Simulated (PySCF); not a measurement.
Al(Me)2(F) (C2H6AlF), SMILES [CH3][Al]([CH3])[F]. Atoms are numbered in the order given.

```xyz
10

Al     0.0000     0.0000    -0.0408
C      1.7394     0.0043     0.8294
H      1.6928     0.3674     1.8684
H      2.1483    -1.0208     0.8631
H      2.4714     0.6174     0.2797
C     -1.7394    -0.0043     0.8294
H     -2.1483     1.0208     0.8631
H     -2.4714    -0.6174     0.2797
H     -1.6928    -0.3674     1.8684
F      0.0000     0.0000    -1.7161
```

Geometry: PBE0-D3(BJ)/def2-SVP. The isomer is the one that the SMILES or the coordinates give; other isomers of the formula were not compared.

Level of theory: PySCF with M06-2X/def2-TZVP.

ESP charges are fitted to the potential on shells at 1.4 to 2.0 van der Waals radii. Atomic charges (e):

| atom | ESP fit | meta-Löwdin |
|---|---|---|
| Al1 | 1.23 | (withheld) |
| C2 | -0.97 | (withheld) |
| H3 | 0.20 | (withheld) |
| H4 | 0.20 | (withheld) |
| H5 | 0.21 | (withheld) |
| C6 | -0.97 | (withheld) |
| H7 | 0.20 | (withheld) |
| H8 | 0.21 | (withheld) |
| H9 | 0.20 | (withheld) |
| F10 | -0.52 | (withheld) |

### Question
Some entries are withheld; supply them. (Estimate from the structure and the level; the computed values follow.)

### Answer

- Al1, meta-Löwdin: 1.11
- C2, meta-Löwdin: -0.67
- H3, meta-Löwdin: 0.13
- H4, meta-Löwdin: 0.13
- H5, meta-Löwdin: 0.13
- C6, meta-Löwdin: -0.67
- H7, meta-Löwdin: 0.13
- H8, meta-Löwdin: 0.13
- H9, meta-Löwdin: 0.13
- F10, meta-Löwdin: -0.56
